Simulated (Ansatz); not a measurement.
Compare A (`CCC#CCCC`) with its isomer B (`CC=C1CCCC1`).

Program: Ansatz. Geometries: PBE0-D4/def2-TZVP. ΔE: electronic, gas phase. CCSD(T)/CBS adds triple-zeta CCSD(T) − MP2 to the extrapolated MP2 energy (def2 sets, frozen cores). Functionals use def2-TZVPP. B3LYP here is the variant with VWN-RPA as its local correlation; programs differ in this. One conformer a species, not always the lowest.

Q: Which is lower in electronic energy at CCSD(T)/CBS, and by how much? (Estimate.)

A: Ansatz gave: B, by 25.5 kcal/mol.

Q: Give E(B) − E(A) in kcal/mol with LDA (SPW92), BLYP-D4, CCSD(T)/def2-TZVPP, B2PLYP, B3LYP-D4, HF/def2-TZVPP, ωB97M-V. (Estimate.)

A: The calculation gave: LDA (SPW92) -34.1, BLYP-D4 -22.3, CCSD(T)/def2-TZVPP -25.9, B2PLYP -22.5, B3LYP-D4 -24.2, HF/def2-TZVPP -20.4, ωB97M-V -26.7. None reverses the order clearly.

Largest T1 diagnostic: 0.010.

From r2SCAN to r2SCAN0 (25 % exact exchange), in def2-TZVPP and without D4, E(B) − E(A) moves by −1.5 kcal/mol. In def2-TZVPP, CCSD(T) changes the Hartree–Fock value by −5.5 kcal/mol (the triples alone add −0.4 kcal/mol) and MP2 by −4.6 kcal/mol.
